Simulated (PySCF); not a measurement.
C4H12BNO.
Z-matrix (Å and degrees, PBE0-D3(BJ)/def2-SVP geometry), rows numbered from 1:
```
C 
C   1  1.5184
C   2  1.5216  1  113.34
C   3  1.5194  2  112.49  1   177.22
O   3  1.4135  2  107.93  1   -61.02
B   5  1.3645  3  123.39  2   154.08
N   6  1.4063  5  124.20  3    -0.42
H   1  1.1023  2  111.30  3   -62.03
H   1  1.1001  2  111.46  3   177.78
H   1  1.0997  2  110.44  3    57.63
H   2  1.1030  1  110.51  3   121.81
H   2  1.1037  1  110.07  3  -120.66
H   3  1.1101  2  107.70  1    56.86
H   4  1.1007  3  109.93  2    60.31
H   4  1.1002  3  111.03  2   179.67
H   4  1.1004  3  111.03  2   -59.69
H   6  1.2107  5  116.62  3   179.64
H   7  1.0107  6  125.02  5    -0.26
H   7  1.0095  6  121.21  5  -178.18
```

Level of theory: PySCF 2.14.0, PBE0-D3(BJ)/def2-SVP geometry optimisation, gas phase.

Take the most abundant isotopes and a rigid rotor. The values belong to one conformer with, in the numbering `[CH3:1][CH2:2][C@@H:3]([CH3:4])[O:5][BH:6][NH2:7]`, C1–C2–C3–C4 177°, C2–C3–O5–B6 154°, C3–O5–B6–N7 0°.

Q: What are A, B and C (GHz)?

A: Ia = 134.13, Ib = 293.05, Ic = 369.33 u·Å²; 505379 MHz·u·Å²/I gives 3768, 1725 and 1368 MHz, that is A = 3.7679, B = 1.7245, C = 1.3684 GHz.

Q: What kind of rotor is it?

A: An asymmetric top: κ = (2 × 1725 − 3768 − 1368)/(3768 − 1368) = -0.70.

Q: Is it planar, by Δ = Ic − Ia − Ib?

A: Not planar: Δ = Ic − Ia − Ib = -57.85 u·Å². For a rigid frame Δ = −2 Σ m c², so Σ m c² = 28.93 u·Å² lies off the ab plane: 11.00 from hydrogen and 17.92 from heavier atoms. The atom farthest from that plane is 1.40 Å away.

Q: Give the coordinates in the principal-axis frame, origin at the centre of mass.

A: The sense of each axis is arbitrary; atoms in the order of the calculation.
```csv
atom,mass (u),a (Å),b (Å),c (Å)
C1,12.000,-2.230,1.226,0.299
C2,12.000,-1.846,-0.213,0.004
C3,12.000,-0.362,-0.492,0.191
C4,12.000,-0.011,-1.951,-0.043
O5,15.995,0.352,0.332,-0.708
B6,11.009,1.638,0.737,-0.497
N7,14.003,2.398,0.393,0.635
H8,1.008,-2.022,1.489,1.349
H9,1.008,-3.301,1.402,0.117
H10,1.008,-1.657,1.914,-0.339
H11,1.008,-2.413,-0.905,0.651
H12,1.008,-2.107,-0.469,-1.037
H13,1.008,-0.095,-0.215,1.233
H14,1.008,-0.274,-2.240,-1.072
H15,1.008,1.067,-2.124,0.093
H16,1.008,-0.557,-2.606,0.653
H17,1.008,2.134,1.436,-1.351
H18,1.008,2.072,-0.179,1.401
H19,1.008,3.338,0.741,0.759
```

Q: Predict some low-J microwave lines.

A: The dipole components are |μa| = 0.54 D, |μb| = 1.14 D, |μc| = 2.23 D. The squared components, which scale the intensities, stand as 0.06 : 0.26 : 1.00 (a : b : c). Some lines, for components of 0.1 D or more:

```json
{"type": "a", "branch": "Q", "J(Ka,Kc)": "1(1,0) ← 1(1,1)", "MHz": "356", "lower level (cm⁻¹)": "0.171"}
{"type": "a", "branch": "Q", "J(Ka,Kc)": "5(2,3) ← 5(2,4)", "MHz": "1316", "lower level (cm⁻¹)": "1.840"}
{"type": "a", "branch": "Q", "J(Ka,Kc)": "3(1,2) ← 3(1,3)", "MHz": "2134", "lower level (cm⁻¹)": "0.657"}
{"type": "b", "branch": "R", "J(Ka,Kc)": "5(2,3) ← 4(3,2)", "MHz": "5443", "lower level (cm⁻¹)": "1.702"}
{"type": "c", "branch": "Q", "J(Ka,Kc)": "3(2,2) ← 3(1,2)", "MHz": "5624", "lower level (cm⁻¹)": "0.728"}
{"type": "a", "branch": "R", "J(Ka,Kc)": "3(0,3) ← 2(0,2)", "MHz": "9112", "lower level (cm⁻¹)": "0.308"}
{"type": "b", "branch": "R", "J(Ka,Kc)": "4(0,4) ← 3(1,3)", "MHz": "10641", "lower level (cm⁻¹)": "0.657"}
{"type": "b", "branch": "Q", "J(Ka,Kc)": "3(3,0) ← 3(2,1)", "MHz": "10926", "lower level (cm⁻¹)": "0.922"}
{"type": "b", "branch": "Q", "J(Ka,Kc)": "3(3,1) ← 3(2,2)", "MHz": "11132", "lower level (cm⁻¹)": "0.915"}
{"type": "a", "branch": "R", "J(Ka,Kc)": "4(2,2) ← 3(2,1)", "MHz": "12732", "lower level (cm⁻¹)": "0.922"}
{"type": "b", "branch": "R", "J(Ka,Kc)": "3(2,1) ← 2(1,2)", "MHz": "16686", "lower level (cm⁻¹)": "0.366"}
{"type": "b", "branch": "R", "J(Ka,Kc)": "3(3,1) ← 2(2,0)", "MHz": "20369", "lower level (cm⁻¹)": "0.607"}
{"type": "c", "branch": "R", "J(Ka,Kc)": "3(3,1) ← 2(2,1)", "MHz": "20411", "lower level (cm⁻¹)": "0.606"}
{"type": "c", "branch": "R", "J(Ka,Kc)": "5(2,3) ← 4(1,3)", "MHz": "21660", "lower level (cm⁻¹)": "1.161"}
{"type": "c", "branch": "R", "J(Ka,Kc)": "4(4,0) ← 3(3,0)", "MHz": "27927", "lower level (cm⁻¹)": "1.287"}
{"type": "b", "branch": "R", "J(Ka,Kc)": "5(4,1) ← 4(3,2)", "MHz": "31043", "lower level (cm⁻¹)": "1.702"}
{"type": "b", "branch": "R", "J(Ka,Kc)": "5(5,1) ← 4(4,0)", "MHz": "35464", "lower level (cm⁻¹)": "2.218"}
{"type": "c", "branch": "R", "J(Ka,Kc)": "5(5,0) ← 4(4,0)", "MHz": "35464", "lower level (cm⁻¹)": "2.218"}
{"type": "b", "branch": "R", "J(Ka,Kc)": "5(5,0) ← 4(4,1)", "MHz": "35464", "lower level (cm⁻¹)": "2.218"}
```

PBE0-D3(BJ)/def2-SVP frequencies: not computed here. Zero-point vibration and centrifugal distortion are left out. A rigid rotor knows nothing of internal rotation, which can split or shift real lines. Quadrupole hyperfine structure (11B, 14N) is left out.

Hardware: an Arm Neoverse N1 with one thread, shared host with 64 logical CPUs at a one-minute load of 37. Cost: 1.8 min, 0.65 GiB resident at most. That covers the optimisation of the geometry.
